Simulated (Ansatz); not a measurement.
The first iterations of a band of C₂H₅BS (9 atoms, charge 0, multiplicity 1).

Computed with RHF/def2-SVP (Ansatz 0.2.0).

```yaml
movable_images: 9
climbing_image: yes
spring: 5.0 eV/Å²
optimiser: quadratic models (default)
start_path: through a guess of the saddle point
force_threshold: 0.03 eV/Å
iteration_limit: 6
end_points: relaxed
```

Image 0:

```xyz
9
Properties=species:S:1:pos:R:3
C -0.365 1.128 -0.797
B -0.070 -0.272 -0.172
C 0.501 -1.044 1.032
S -0.191 -2.012 -0.415
H -0.813 1.074 -1.789
H -1.037 1.685 -0.138
H 0.561 1.707 -0.859
H -0.067 -1.153 1.950
H 1.571 -1.159 1.170
```

Image 10:

```xyz
9
Properties=species:S:1:pos:R:3
C -0.336 1.134 -0.802
B 0.109 -0.238 -0.206
C 0.314 -1.078 1.068
S 0.708 -1.849 -0.593
H -1.371 1.339 -0.511
H 0.272 1.935 -0.372
H -0.262 1.179 -1.888
H -0.526 -1.537 1.581
H 1.180 -0.932 1.705
```

| iteration | highest image above the first end (eV) | largest band force component (eV/Å) |
| --- | --- | --- |
| 1 | 1.405 | 5.850 |
| 2 | 0.415 | 2.724 |

Question: Does the band converge within its limit, and where does its top end?

Answer: It converged. It ended after 6 iterations with the highest image 0.015 eV above the first end. Another band between the same ends (9 images) ends at a top of the same energy, where a vibrational analysis finds 1 clearly imaginary mode.

Time of the run: 73 s on 1 CPU thread of a shared host.
